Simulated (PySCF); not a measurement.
4-ethenyl-2,3-dihydroazete (C5H7N), SMILES C=CC1=NCC1.

Geometry: PBE-D3(BJ)/def2-SVP. Other conformers were not sampled.

The numbers are results of TDDFT-PBE0/def2-SVPD (PySCF 2.14.0), not measurements.

Vertical excitations. Gas-phase values at a fixed geometry. State labels are in the subgroup Cs.

```csv
state,symmetry,energy (eV),λ (nm),f,main pairs
S1,A",4.32,287,0.001,HOMO−1→LUMO 98 %
S2,A',5.36,231,0.334,HOMO→LUMO 99 %
S3,A",6.21,200,0.002,HOMO−2→LUMO 98 %
S4,A',6.96,178,0.039,"HOMO−3→LUMO 80 %, HOMO→LUMO+4 18 %"
S5,A",7.02,177,0.025,HOMO→LUMO+1 89 %
S6,A',7.23,172,0.026,HOMO−1→LUMO+1 94 %
S7,A",7.33,169,0.000,HOMO→LUMO+2 84 %
S8,A",7.41,167,0.000,HOMO−5→LUMO 90 %
S9,A",7.61,163,0.003,"HOMO−1→LUMO+4 75 %, HOMO→LUMO+3 20 %"
S10,A',7.63,162,0.000,HOMO−1→LUMO+2 88 %
T1,A',2.95,421,0,HOMO→LUMO 95 %
T2,A",3.67,338,0,HOMO−1→LUMO 94 %
T3,A',4.85,256,0,"HOMO−3→LUMO 73 %, HOMO→LUMO+4 21 %"
T4,A",5.88,211,0,HOMO−2→LUMO 95 %
```
Triplets are in the Tamm–Dancoff approximation, which puts them higher than full response would, so one can lie above its singlet here.
